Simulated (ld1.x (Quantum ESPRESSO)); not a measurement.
## Configuration tests for Bi (TM)

ld1.x (Quantum ESPRESSO) 7.5 input, shortened:

```
&input
   title='Bi', zed=83., rel=1, dft='PBE', iswitch=3,
   config='[Xe] 4f14 5d10 6s2 6p3'
 /
 &inputp
   pseudotype=2, tm=.true., lloc=0,
   nlcc=.false.
 /
3
6P  2  1   3.00   0.00  1.75  1.75  0.0
5D  3  2  10.00   0.00  1.35  1.35  0.0
6S  1  0   2.00   0.00  1.95  1.95  0.0
 &test
   configts(1)='5d10 6s2 6p3'
 /
```

Energies are relative to the spin-unpolarised reference configuration 5d10 6s2 6p3; without spin polarisation the order of configurations can differ from experiment.

| valence configuration | charge | ΔE all-electron (eV) | error AE − PS (meV) |
| --- | --- | --- | --- |
| 5d10 6s2 6p2 | +1 | 7.913 | -1.5 |
| 5d10 6s2 6p1 | +2 | 23.160 | -0.5 |
| 5d10 6s2 6p0 | +3 | 46.502 | +3.3 |
| 5d10 6s2 6p3.3 | -0.3 | -1.094 | +0.6 |
| 5d10 6s1 6p3 | +1 | 18.731 | +0.4 |

Problem. What are ΔE and the potential's error for 5d10 6s1 6p4?

Solution. ΔE = 10.082 eV all-electron; the error (AE − PS) is -1.7 meV.

Problem. What are ΔE and the potential's error for 5d10 6s1 6p0?

Solution. ΔE = 91.907 eV all-electron; the error (AE − PS) is +25 meV.

Levels in the configuration 5d10 6s1 6p3:

```csv
level,all-electron (eV),pseudo (eV)
5d,-36.856,-36.792
6s,-23.191,-23.176
6p,-12.225,-12.216
```

Note: ghost state, extra bound levels that the all-electron valence spectrum of the same l lacks: p at -540.1 eV. A true bound ghost makes a file unfit for plane-wave use.
